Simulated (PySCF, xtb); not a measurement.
C3H7FSi, SMILES F[SiH2]C1CC1.

Geometry optimised at PBE-D3(BJ)/def2-SVP. This is a generated structure with no PubChem entry under its InChIKey; it may be hypothetical. The values are those of a single conformer.

These are PySCF 2.14.0 with C-PCM-ωB97X/def2-SVP values and carry that method's errors.

The values are the electrostatic part of the solvation free energy, E(continuum) − E(gas) at the gas-phase geometry, in a cavity of scaled van der Waals radii (PySCF's table); cavitation and dispersion terms are not included. In vacuum the orbital gap is 13.90 eV. The dipole moment in vacuum is 2.08 D.

```tsv
solvent	ε	ΔG(elec) (kcal/mol)	dipole (D)	gap (eV)
water	78.36	-2.6	2.47	13.78
ethanol	24.85	-2.5	2.45	13.78
N,N-dimethylformamide	37.22	-2.6	2.46	13.78
```

For comparison, GFN2-xTB/ALPB(water) (xtb, at the GFN2-xTB geometry, all terms of that model) gives -0.2 kcal/mol.
